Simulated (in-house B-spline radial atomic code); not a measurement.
**OEP/ALDAx excitations of the sulfur ion S⁴⁺**

Method: OEP/ALDAx. Computed with an all-electron radial atomic-structure program (B-spline basis): linear response of the closed shell [Ne] 3s2 with the adiabatic LDA exchange kernel on the exchange-only optimised effective potential; scalar-relativistic (spin-free one-electron X2C), finite nucleus, no spin-orbit coupling, no double excitations, S, P, D and F terms only.

Command:
```bash
python run_td.py task.json out
```
Settings (radii: box in bohr, nucleus in fm):
```
Z                        16
electrons                12
configuration            [Ne] 3s2
hamiltonian              x2c
method                   oep
box_radius               19.1
rms_radius               3.2611
intervals                106
```

Run time, properties included: 1 s on 1 thread of Arm Neoverse N1, on a shared host.

The lowest states, in the order of their Tamm-Dancoff energies; the method's threshold (minus the highest occupied level) is 71.00 eV. Labels give the largest channel, * marks a mixed state, and oscillator strengths are full-response dipole values. Semilocal kernels can invert the small singlet-triplet splittings of Rydberg terms. Energies in eV:

```
     state  full response  Tamm-Dancoff  oscillator strength
3s → 3p 3P              ?             ?                    -
3s → 3p 1P         16.131        16.826                 1.39
3s → 3d 3D         27.017        27.127                    -
3s → 3d 1D         29.934        29.948                    -
3s → 4s 3S          37.18         37.19                    -
3s → 4s 1S          38.61         38.64                    -
3s → 4p 3P          41.50         41.52                    -
3s → 4p 1P          42.20         42.24               0.0979
3s → 4d 3D              ?             ?                    -
3s → 4d 1D          47.88         47.88                    -
3s → 4f 3F          48.78         48.80                    -
3s → 4f 1F          49.15         49.15                    -
3s → 5s 3S          51.60         51.60                    -
3s → 5s 1S          52.07         52.08                    -
3s → 5p 3P          53.54         53.55                    -
3s → 5p 1P          53.78         53.79               0.0452
```

Problem. Where does 3s → 3p 3P lie?

Solution. At 9.559 eV in full response, 9.906 eV in Tamm-Dancoff.

Problem. Where does 3s → 4d 3D lie?

Solution. At 47.43 eV in full response, 47.44 eV in Tamm-Dancoff.

Problem. How large is the singlet-triplet splitting of 3s → 3p (P terms) in Tamm-Dancoff?

Solution. 6.92 eV, from the unrounded values.

Problem. What polarisabilities and dispersion coefficient does the method give?

Solution. Dipole 4.109 bohr³, quadrupole 6.353 bohr⁵, C6 7.966 hartree·bohr⁶ for two such species.
